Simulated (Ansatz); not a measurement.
Ligand exchange: C4H9Cl + Si(CH3)2(OH)(SiH3) → C4H10O + Si(CH3)2(SiH3)Cl

Species: C4H9Cl (1-chloro-2-methylpropane) `CC(C)CCl`, singlet; Si(CH3)2(OH)(SiH3), singlet; C4H10O (2-methyl-1-propanol) `CC(C)CO`, singlet; Si(CH3)2(SiH3)Cl, singlet. The partners trade Cl for OH: C–Cl and Si–OH bonds give way to C–OH and Si–Cl.

Shapes, held fixed at every level: PBE0-D4/def2-TZVP. Flexible molecules stand in one conformer, not always the lowest. Programs: Ansatz 0.2.0. Electronic energies: no zero-point or thermal term.

Estimate ΔE of this reaction.

The highest level, CCSD(T)/CBS estimate, gives ΔE = +14.1 kJ/mol; the levels span +8.0 to +14.4. The column of differences is taken from that level and isn't an error. No measured value is set beside it here. The CBS estimate extrapolates MP2 from def2-TZVPP and def2-QZVPP and adds CCSD(T) − MP2 in the triple-zeta set, cores frozen.

```tsv
level	kind	ΔE (kJ/mol)	less CCSD(T)/CBS estimate
PBE-D4/def2-TZVPP	GGA	+8.0	-6.1
B3LYP-D4/def2-TZVPP	global hybrid	+12.3	-1.8
wB97X-V/def2-TZVPP	range-separated hybrid	+9.4	-4.7
B2PLYP/def2-TZVPP	double hybrid	+14.4	+0.3
CCSD(T)/def2-TZVPP	coupled cluster or CI	+13.6	-0.5
CCSD/def2-TZVPP	coupled cluster or CI	+13.0	-1.1
CCSD(T)/CBS estimate	coupled cluster or CI	+14.1	0.0
```
